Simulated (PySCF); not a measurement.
cyclopropanecarbaldehyde (C4H6O), SMILES C1CC1C=O. Geometry optimised at B3LYP-D3(BJ)/def2-SVP. The values are those of a single conformer.

Computed equilibrium geometry at B3LYP-D3(BJ)/def2-SVP (PySCF confirms it by a frequency run) as a Z-matrix, and its point group (one conformer of several):
point group Cs.
```
C
H 1 1.0933
C 1 1.4856 2 115.84
O 3 1.2097 1 124.10 2 180.00
H 3 1.1210 4 120.71 1 180.00
C 1 1.5247 2 118.00 3 -146.52
H 6 1.0929 1 116.90 2 2.81
H 6 1.0933 7 115.72 1 -140.96
C 6 1.4853 7 119.18 8 -149.06
H 9 1.0929 6 119.18 7 0.00
H 9 1.0933 10 115.72 6 -149.06
```
